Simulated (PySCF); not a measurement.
Method: PBE-D3(BJ)/def2-TZVP // r2SCAN-D4/def2-SVP run with PySCF. All species are isolated molecules in the gas phase. One relaxed conformer stands for a flexible species; it need not be the lowest. 

Reference species: [Mo(Cl)5(OH)] (neutral, multiplicity 1).

```
Quantity                                                       Result
------------------------------------------------------------  -------
charge on the central atom (Mulliken)                          0.83 e
coordination number                                                 6
mean distance from the central atom to its bonded neighbours  2.241 Å
```

Changed species: [Mo(OH)6] (6 of 6 Cl replaced by OH; the reference has 1 of 6 Cl replaced by OH).

Q: Give the shifts of the charge on the central atom (Mulliken), coordination number and mean distance from the central atom to its bonded neighbours.

A: the charge on the central atom (Mulliken) rises by 0.57 e, to 1.40 e; the coordination number hardly moves; the mean distance from the central atom to its bonded neighbours drops by 0.328 Å, to 1.913 Å.
